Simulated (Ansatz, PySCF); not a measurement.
Stretching the Al1–H2 bond in AlClH2 (SMILES [AlH2][Cl]) (multiplicity 1 held, fragments rigid). Energies count from the point at 1.569 Å.
Geometry at that point (charge 0, multiplicity 1):
```xyz
4

Al    -0.0049    -0.3511    -1.0144
H     -1.3925    -0.4549    -1.7398
H      1.3762    -0.7220    -1.6606
Cl     0.0047     0.3377     0.9757
```

Unrestricted levels (U-) break spin symmetry where that is lower. Curves can end on different states.

Frozen-core correlation. Rows in 6-31G* carry no dispersion term and start afresh at each structure (6-31G* with six Cartesian d functions).

Codes used: Ansatz (Gaussian orbitals); PySCF for 6-31G* rows. Values without a source in brackets are computed.

Q: One of these levels gives 67.72 kcal/mol for the energy at R = 5.022 Å. Which?
(A) U-SCS-MP2/cc-pV(T+d)Z
(B) R-HF/6-31G*
(C) R-B3LYP/6-31G*
(D) U-HF/6-31G*

A: D, U-HF/6-31G*. The others give 165.68 (R-HF/6-31G*), 121.95 (R-B3LYP/6-31G*), 87.21 (U-SCS-MP2/cc-pV(T+d)Z)

Doubts at one or more of the structures used: a restricted determinant that unrestricted orbitals would lower (R-HF/6-31G*, R-B3LYP/6-31G*); a spin-contaminated determinant (U-HF/6-31G*, U-SCS-MP2/cc-pV(T+d)Z).

Ansatz is a program for electronic structure.
